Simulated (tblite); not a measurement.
Species: C₂H₅GeN₃.
SMILES with atom numbers: `[GeH3:1][n:2]1[cH:3][n:4][n:5][cH:6]1` (hydrogens: H7, H8, H9 on Ge1; H10 on C3; H11 on C6)

Computed with GFN2-xTB (tblite), gas phase: L-BFGS steps from a force-field or distance-geometry start until the largest atomic force falls under 0.01 eV/Å.

Step 21: E = -476.6027 eV
```
atom  x, y, z in Å  |  force x, y, z in eV/Å
Ge1    -1.6826   -0.1441   -0.0475    0.002   0.016   0.001
N2      0.1526   -0.0111   -0.0164   -0.003   0.026  -0.009
C3      0.9071    1.1209   -0.1720    0.007  -0.006   0.000
N4      2.1683    0.8664   -0.0446   -0.004   0.004  -0.005
N5      2.2948   -0.4495    0.2019   -0.003  -0.005   0.001
C6      1.1078   -0.9622    0.2189   -0.010   0.010  -0.008
H7     -1.9890   -1.5271   -0.5045    0.002  -0.028  -0.010
H8     -2.1289    0.9081   -1.0036   -0.016  -0.005  -0.009
H9     -2.1747    0.1154    1.3375   -0.014  -0.004   0.023
H10     0.4760    2.0816   -0.3803    0.032  -0.015   0.011
H11     0.8741   -1.9957    0.3846    0.006   0.006   0.007
```

Step 22: E = -476.6029 eV
```
atom  x, y, z in Å  |  force x, y, z in eV/Å
Ge1    -1.6837   -0.1450   -0.0475    0.025   0.036  -0.002
N2      0.1522   -0.0091   -0.0166    0.000   0.026  -0.008
C3      0.9085    1.1219   -0.1722   -0.002  -0.008   0.003
N4      2.1693    0.8657   -0.0446   -0.009  -0.003  -0.010
N5      2.2940   -0.4504    0.2011   -0.001  -0.009   0.008
C6      1.1063   -0.9617    0.2187   -0.012   0.012  -0.010
H7     -1.9849   -1.5285   -0.5033   -0.005  -0.040  -0.017
H8     -2.1312    0.9074   -1.0030   -0.017  -0.010  -0.009
H9     -2.1759    0.1139    1.3370   -0.017  -0.003   0.031
H10     0.4795    2.0836   -0.3804    0.029  -0.019   0.012
H11     0.8714   -1.9953    0.3848    0.008   0.019   0.003
```

Step 23: E = -476.6031 eV
```
atom  x, y, z in Å  |  force x, y, z in eV/Å
Ge1    -1.6851   -0.1460   -0.0476    0.046   0.048  -0.003
N2      0.1514   -0.0055   -0.0169    0.003   0.016  -0.005
C3      0.9109    1.1235   -0.1726   -0.010  -0.008   0.007
N4      2.1710    0.8646   -0.0447   -0.010  -0.016  -0.016
N5      2.2926   -0.4521    0.2001    0.000  -0.013   0.016
C6      1.1036   -0.9606    0.2181   -0.011   0.012  -0.010
H7     -1.9783   -1.5315   -0.5017   -0.010  -0.041  -0.022
H8     -2.1356    0.9062   -1.0022   -0.017  -0.015  -0.010
H9     -2.1782    0.1113    1.3366   -0.017  -0.002   0.035
H10     0.4859    2.0869   -0.3803    0.018  -0.015   0.010
H11     0.8671   -1.9941    0.3852    0.008   0.034  -0.002
```

Step 24: E = -476.6034 eV
```
atom  x, y, z in Å  |  force x, y, z in eV/Å
Ge1    -1.6860   -0.1468   -0.0479    0.050   0.040   0.000
N2      0.1506   -0.0008   -0.0174    0.006   0.001   0.000
C3      0.9139    1.1254   -0.1728   -0.012  -0.003   0.008
N4      2.1731    0.8629   -0.0452   -0.005  -0.025  -0.018
N5      2.2907   -0.4543    0.1990    0.001  -0.013   0.019
C6      1.1003   -0.9591    0.2171   -0.006   0.010  -0.006
H7     -1.9705   -1.5358   -0.4999   -0.011  -0.023  -0.021
H8     -2.1417    0.9043   -1.0013   -0.015  -0.020  -0.012
H9     -2.1815    0.1081    1.3365   -0.012  -0.002   0.031
H10     0.4945    2.0908   -0.3798    0.002  -0.005   0.007
H11     0.8620   -1.9921    0.3858    0.003   0.040  -0.007
```

Q: Estimate the geometry and energy of step 25. (The exact step hangs on the optimiser's Hessian estimate; all steps are aligned on step 24, rigid shifts and turns removed.)

A: E = -476.6036 eV, largest force 0.036 eV/Å
```
atom  x, y, z in Å  |  force x, y, z in eV/Å
Ge1    -1.6858   -0.1468   -0.0481    0.032   0.016   0.006
N2      0.1502    0.0026   -0.0177    0.006  -0.007   0.003
C3      0.9161    1.1268   -0.1729   -0.005   0.002   0.005
N4      2.1747    0.8613   -0.0459    0.004  -0.022  -0.013
N5      2.2895   -0.4561    0.1985    0.002  -0.009   0.014
C6      1.0979   -0.9577    0.2163   -0.001   0.005   0.000
H7     -1.9656   -1.5392   -0.4989   -0.007   0.005  -0.016
H8     -2.1468    0.9026   -1.0010   -0.012  -0.021  -0.014
H9     -2.1841    0.1056    1.3368   -0.004  -0.003   0.019
H10     0.5009    2.0936   -0.3793   -0.011   0.005   0.003
H11     0.8585   -1.9900    0.3862   -0.005   0.030  -0.008
```

The energy changes by -0.0002 eV. The first-order estimate −F·Δx gives -0.0003 eV and the mean of the old and new forces, exact on a quadratic surface, -0.0002 eV. The step makes an angle of 78° with the force vector and moves no atom by more than 0.007 Å.

The cost below is that of the whole relaxation. Hardware: one thread, Arm Neoverse V1 (aarch64), no GPU, shared host. Cost: 0.15 s wall.
